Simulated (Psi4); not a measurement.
CH₉BO₃Si₂, singlet, at a GFN2-xTB geometry, atoms displaced at random by about 0.03 Å a coordinate; R2SCAN/STO-3G, gradient run with Psi4.

Input for Psi4:
```
memory 2 GB

molecule mol {
0 1
  B     0.105050   -0.034922    0.119447
  O     1.106083    0.777569    0.350485
  C     1.261702    2.111357   -0.158277
  H     0.354990    2.570400   -0.131755
  H     1.951113    2.646723    0.375588
  H     1.654634    1.939813   -1.164822
  O     0.097092   -1.218280    0.660891
  Si    0.922030   -2.121207    1.785981
  H     2.326741   -2.346014    1.235875
  H     0.123770   -3.398524    1.670231
  H     0.972438   -1.529026    2.955813
  O    -0.875112    0.205458   -0.772297
  Si   -1.875393    1.116147   -1.805832
  H    -0.919246    1.910023   -2.736836
  H    -2.654667    1.994606   -0.925319
  H    -2.543817    0.138189   -2.493132
symmetry c1
no_reorient
no_com
}

set basis sto-3g
set reference rks

gradient('r2scan')
print_variables()
```

Task: Predict the main parts of the log of this Psi4 run.

Result: 
```
gradient() will perform analytic gradient computation.

   => Loading Basis Set <=

    Name: STO-3G
    Role: ORBITAL
    Keyword: BASIS

         ---------------------------------------------------------
                                   SCF
               by Justin Turney, Rob Parrish, Andy Simmonett
                          and Daniel G. A. Smith
                              RKS Reference
         ---------------------------------------------------------

  ==> Geometry <==

    Molecular point group: c1
    Full point group: C1

    Geometry (in Angstrom), charge = 0, multiplicity = 1:

       Center              X                  Y                   Z               Mass
    ------------   -----------------  -----------------  -----------------  -----------------
         B            0.105050000000    -0.034922000000     0.119447000000    11.009305360000
         O            1.106083000000     0.777569000000     0.350485000000    15.994914619570
         C            1.261702000000     2.111357000000    -0.158277000000    12.000000000000
         H            0.354990000000     2.570400000000    -0.131755000000     1.007825032230
         H            1.951113000000     2.646723000000     0.375588000000     1.007825032230
         H            1.654634000000     1.939813000000    -1.164822000000     1.007825032230
         O            0.097092000000    -1.218280000000     0.660891000000    15.994914619570
         SI           0.922030000000    -2.121207000000     1.785981000000    27.976926534650
         H            2.326741000000    -2.346014000000     1.235875000000     1.007825032230
         H            0.123770000000    -3.398524000000     1.670231000000     1.007825032230
         H            0.972438000000    -1.529026000000     2.955813000000     1.007825032230
         O           -0.875112000000     0.205458000000    -0.772297000000    15.994914619570
         SI          -1.875393000000     1.116147000000    -1.805832000000    27.976926534650
         H           -0.919246000000     1.910023000000    -2.736836000000     1.007825032230
         H           -2.654667000000     1.994606000000    -0.925319000000     1.007825032230
         H           -2.543817000000     0.138189000000    -2.493132000000     1.007825032230

  Running in c1 symmetry.

  Rotational constants: A =      0.09784  B =      0.03020  C =      0.02357 [cm^-1]
  Rotational constants: A =   2933.29289  B =    905.26750  C =    706.64737 [MHz]
  Nuclear repulsion =  442.923881118584404

  Charge       = 0
  Multiplicity = 1
  Electrons    = 72
  Nalpha       = 36
  Nbeta        = 36

  ==> Algorithm <==

  SCF Algorithm Type is DF.
  DIIS enabled.
  MOM disabled.
  Fractional occupation disabled.
  Guess Type is SAD.
  Energy threshold   = 1.00e-08
  Density threshold  = 1.00e-08
  Integral threshold = 1.00e-12

  ==> Primary Basis <==

  Basis Set: STO-3G
    Blend: STO-3G
    Number of shells: 34
    Number of basis functions: 52
    Number of Cartesian functions: 52
    Spherical Harmonics?: true
    Max angular momentum: 1

  ==> DFT Potential <==

   => LibXC <=

    Version 7.1.2
    S. Lehtola, C. Steigemann, M. J. T. Oliveira, and M. A. L. Marques,  SoftwareX 7, 1–5 (2018) (10.1016/j.softx.2017.11.002)

   => Composite Functional: R2SCAN <=

    r2SCAN Meta-GGA XC Functional  (0.1021/acs.jpclett.0c02405)
    J. W. Furness, A. D. Kaplan, J. Ning, J. P. Perdew, J. Sun  J. Phys. Chem. Lett.  11, 8208–8215, 2020

    Deriv               =              1
    GGA                 =           TRUE
    Meta                =           TRUE

    Exchange Hybrid     =          FALSE
    MP2 Hybrid          =          FALSE

   => Exchange Functionals <=

    1.0000   XC_MGGA_X_R2SCAN

   => Correlation Functionals <=

    1.0000   XC_MGGA_C_R2SCAN

   => LibXC Density Thresholds  <==

    XC_MGGA_C_R2SCAN:  1.00E-15
    XC_MGGA_X_R2SCAN:  1.00E-11

   => Molecular Quadrature <=

    Radial Scheme          =       TREUTLER
[...]
  @DF-RKS Final Energy:  -862.36402829424208
    Total Energy =                       -862.3640282942420754
[...]
         H           -0.919246000000     1.910023000000    -2.736836000000     1.007825032230
         H           -2.654667000000     1.994606000000    -0.925319000000     1.007825032230
         H           -2.543817000000     0.138189000000    -2.493132000000     1.007825032230

  Nuclear repulsion =  442.923881118584404

  ==> Basis Set <==

  Basis Set: STO-3G
    Blend: STO-3G
    Number of shells: 34
    Number of basis functions: 52
    Number of Cartesian functions: 52
    Spherical Harmonics?: true
    Max angular momentum: 1

  ==> DFJKGrad: Density-Fitted SCF Gradients <==

    Gradient:                    1
    J tasked:                  Yes
    K tasked:                   No
    wK tasked:                  No
    Integrals threads:           1
    Schwarz Cutoff:          1E-12
    Fitting Condition:       1E-10

   => Auxiliary Basis Set <=

  Basis Set: (STO-3G AUX)
    Blend: DEF2-UNIVERSAL-JKFIT
    Number of shells: 255
    Number of basis functions: 799
    Number of Cartesian functions: 947
    Spherical Harmonics?: true
    Max angular momentum: 4

  ==> DFT Potential <==

   => LibXC <=

    Version 7.1.2
    S. Lehtola, C. Steigemann, M. J. T. Oliveira, and M. A. L. Marques,  SoftwareX 7, 1–5 (2018) (10.1016/j.softx.2017.11.002)

   => Composite Functional: R2SCAN <=

    r2SCAN Meta-GGA XC Functional  (0.1021/acs.jpclett.0c02405)
    J. W. Furness, A. D. Kaplan, J. Ning, J. P. Perdew, J. Sun  J. Phys. Chem. Lett.  11, 8208–8215, 2020

    Deriv               =              1
    GGA                 =           TRUE
    Meta                =           TRUE

    Exchange Hybrid     =          FALSE
    MP2 Hybrid          =          FALSE

   => Exchange Functionals <=

    1.0000   XC_MGGA_X_R2SCAN

   => Correlation Functionals <=

    1.0000   XC_MGGA_C_R2SCAN

   => LibXC Density Thresholds  <==

    XC_MGGA_C_R2SCAN:  1.00E-15
    XC_MGGA_X_R2SCAN:  1.00E-11

   => Molecular Quadrature <=

    Radial Scheme          =       TREUTLER
    Pruning Scheme         =           NONE
    Nuclear Scheme         =       TREUTLER

    Blocking Scheme        =         OCTREE
    BS radius alpha        =              1
    Pruning alpha          =              1
    Radial Points          =             75
    Spherical Points       =            302
    Total Points           =         337138
    Total Blocks           =           2539
    Max Points             =            256
    Max Functions          =             44
    Weights Tolerance      =       1.00E-15

  -Total Gradient:
     Atom            X                  Y                   Z
    ------   -----------------  -----------------  -----------------
       1        0.058074732456    -0.018113301596     0.054301240773
       2       -0.082279693591    -0.032879776998    -0.053558515187
       3       -0.011313804404     0.092983999230     0.046341749618
       4        0.074312349875    -0.049553059680     0.009474593751
       5       -0.053798820203    -0.037829203344    -0.046450896892
       6        0.001323452853    -0.019312298874     0.016802503175
       7        0.011086725775     0.055809687580    -0.027711275638
       8       -0.012574772239     0.060860327305     0.114244115600
       9        0.025823198132    -0.001481088539    -0.016748750829
      10       -0.018768004456    -0.018136722803    -0.015423516536
      11       -0.001390207738    -0.035078313456    -0.083966299551
      12        0.033074554204    -0.010047084347     0.022951003029
      13       -0.089543187001    -0.029098879599    -0.040654477567
      14        0.030873822849     0.015209039501    -0.019038236607
      15        0.003434641663     0.002351821160     0.011983427182
      16        0.031978238388     0.024939876241     0.027150276600

  Variable Map:
  ----------------------------------------------------------------------------
[...]
  Array Variable Map:
  ----------------------------------------------------------------------------
[...]
[...]
```
